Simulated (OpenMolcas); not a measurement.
**C2H6AlCl (dimethylaluminum chloride): the vertical ionisation energy from total energies**

C2H6AlCl has 10 atoms, charge 0, and is taken as a singlet. As SMILES, `[CH3][Al]([CH3])[Cl]`. The shape is that of a PBE0-D4/def2-TZVP optimisation.

| atom | x (Å) | y (Å) | z (Å) |
| --- | --- | --- | --- |
| C | -0.5177 | 1.3582 | -0.9892 |
| Al | -0.2523 | -0.4466 | -0.3224 |
| C | 0.7422 | -0.9322 | 1.2735 |
| Cl | -1.1123 | -2.0382 | -1.4154 |
| H | -1.1214 | 1.3838 | -1.8983 |
| H | -1.0102 | 1.9814 | -0.2354 |
| H | 0.4438 | 1.8356 | -1.2060 |
| H | 0.1024 | -1.4712 | 1.9793 |
| H | 1.1587 | -0.0633 | 1.7888 |
| H | 1.5669 | -1.6075 | 1.0252 |

Both states at this one shape; open shells run unrestricted unless said. 1 Eh = 27.2114 eV.

| level | program | singlet C2H6AlCl (Eh) | doublet C2H6AlCl+ (Eh) | HOMO of the first (eV) |
| --- | --- | --- | --- | --- |
| HF/cc-pVDZ | OpenMolcas | -780.742597 | -780.390854 | -10.89 |
| TPSS/cc-pVDZ | OpenMolcas | -782.594542 | -782.246362 | -6.62 |
| r2SCAN/cc-pVDZ | OpenMolcas | -782.431242 | -782.077226 | -6.81 |
| BHLYP/cc-pVDZ | OpenMolcas | -782.490534 | -782.122423 | -8.99 |

Q: Work out the vertical ionisation energy at each level.

A: 
1. HF/cc-pVDZ: -780.390854 − (-780.742597) = 0.351743 Eh = 9.57 eV; −ε(HOMO) = 10.89 eV.
2. TPSS/cc-pVDZ: -782.246362 − (-782.594542) = 0.348180 Eh = 9.47 eV; −ε(HOMO) = 6.62 eV.
3. r2SCAN/cc-pVDZ: -782.077226 − (-782.431242) = 0.354016 Eh = 9.63 eV; −ε(HOMO) = 6.81 eV.
4. BHLYP/cc-pVDZ: -782.122423 − (-782.490534) = 0.368111 Eh = 10.02 eV; −ε(HOMO) = 8.99 eV.

No measured value is set beside it here; the levels span 9.47 to 10.02 eV. In Hartree–Fock, −ε(HOMO) (Koopmans) exceeds the difference of totals by the orbital relaxation of the ion. In semi-local functionals −ε(HOMO) lies far under the ionisation energy, a result of self-interaction.
